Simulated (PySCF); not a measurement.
**Structure elucidation problem**

The spectra below were simulated for a compound C₆H₆O₂.

$^{1}$H NMR (400 MHz, computed): δ 7.24 (d, J = 2.1 Hz, 1H), 7.19 (d, J = 4.0 Hz, 1H), 6.44 (dd, J = 4.0, 2.1 Hz, 1H), 2.32 (s, 3H).

$^{13}$C{$^{1}$H} NMR (computed): δ 171.0 (C), 146.5 (C), 136.0 (CH), 109.3 (CH), 107.5 (CH), 26.7 (CH3).

Theory: couplings computed with B3LYP/pcJ-1 (without the spin–dipole term), structure optimised with PBE0-D3(BJ)/def2-SVP, NMR shieldings at KT3/pcSseg-1/GIAO, in PySCF 2.14.0 with density-fitted response routines (relativity neglected, one computed conformer, averaged over atoms made equivalent by symmetry, fast rotation or ring inversion, gas phase).

Scale: $^{1}$H (σref 31.32), $^{13}$C (σref 182.31) against TMS (reference shieldings calculated alike).

Q: What is the structure?

A: 
Rings plus π bonds: 4 (1 ring in the answer). 6 carbon signals for 6 carbons: no two carbons are equivalent. Carbon types of the structure: 2 × C, 3 × CH, 1 × CH3, which accounts for all hydrogens. δC 171.0: ketone carbonyl carbon. δC 146.5: substituted aromatic carbon next to the ring oxygen. δC 136.0: aromatic CH next to the ring oxygen. δC 109.3, 107.5: aromatic CH. δC 26.7: methyl carbon α to a carbonyl; the adjacent C=O deshields it moderately. δH 7.19, 6.44: hydrogen on an aromatic CH; ring-current deshielding. δH 2.32: hydrogen on a methyl carbon α to a carbonyl; α to C=O. The protons at 7.19 and 6.44 share a coupling of 4.0 Hz (vicinal, an ortho-type coupling).

These data were computed for SMILES CC(=O)c1ccco1.

This is the structure that produced the data.

Multiplet labels drop couplings under 1 Hz and merge nearly equal ones. Unscaled 3J(H,H) at this level run about 10 % above measured values. Shifts are as computed, not scaled to solution data. Of 1211 compounds with measured shifts, 218 miss one by over three times the rms of a fit or turn the order of signals round; such compounds aren't used in these exercises.
